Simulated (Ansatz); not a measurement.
A structure relaxed at B3LYP-D4/def2-SVP in Ansatz, charge 0, singlet:

```xyz
9

Sn   -0.477   -0.759   -0.967
O     1.076    0.848    1.315
O    -1.266   -0.008   -2.463
O     1.137    0.843   -0.136
O    -1.219   -0.297    0.879
H     0.140    0.494    1.412
H     0.529   -2.084   -0.563
H    -2.007    0.265    0.810
H     2.086    0.698   -0.287
```

**Question.** Give its formula.

**Answer.** the cluster SnO4H4.

**Question.** Summarise the bond lengths by kind (pairs closer than 1.2 times the sum of covalent radii, bridged metal pairs left out).

**Answer.** 3 × O–Sn 1.85 to 2.42 Å; 1 × O–O 1.45 Å; 3 × H–O 0.97 to 1.01 Å; 1 × H–Sn 1.71 Å.

In the def2 sets Sn takes a core potential; there is no spin–orbit coupling. The structure holds one bond between oxygen atoms, so isomers without such links may lie far lower. Another isomer (singlet) lies 0.32 eV lower at PBE0-D4/def2-TZVP; other spin states weren't run for this one.
